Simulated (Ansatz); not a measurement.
A series at Ga: from `[SH][Ga]([SH])[SH]`, ligands are replaced one by one, each step taking up H₂O and setting free H₂S; n counts the steps. Ansatz, PBE0-D4/def2-TZVP geometries. Each molecule was computed in one conformer, which needn't be the lowest.

CBS adds triple-zeta CCSD(T) − MP2 to the MP2 limit, frozen cores; atoms without spin–orbit coupling. Outer-core shells of Ga are correlated without core-valence functions. Scalar relativity is left out up to krypton. Spin–orbit coupling is left out.

```csv
n,molecule,"atomization energy, CCSD(T)/CBS (kJ/mol)"
0,`[SH][Ga]([SH])[SH]`,2000.4
1,`[OH][Ga]([SH])[SH]`,?
2,`[OH][Ga]([OH])[SH]`,2349.1
3,`[OH][Ga]([OH])[OH]`,2522.9
```

Problem. By hand: fit a straight line y = ȳ + b (n − n̄) to the 3 given rows and predict n = 1.

Solution. n̄ = 1.667, ȳ = 2290.80; Σ(n − n̄)(y − ȳ) = 812.90, Σ(n − n̄)² = 4.667, so b = 174.18 kJ/mol a step. Prediction: 2290.80 + (174.18) × (-0.667) = 2174.6 kJ/mol.

Problem. By hand: compare with the computed value, 2173.1 kJ/mol, and give the steps along the whole series.

Solution. The line misses by -1.5 kJ/mol (computed minus predicted). Steps: 172.7, 176.0, 173.8 kJ/mol.

The steps differ by at most 3.3 kJ/mol, 1.9 % of a mean step, so the ligands' effects nearly add and a line is close. The miss is 0.3 % of the series' range. The energies themselves are unsure by some kJ/mol a bond, though much of that is common to the series.
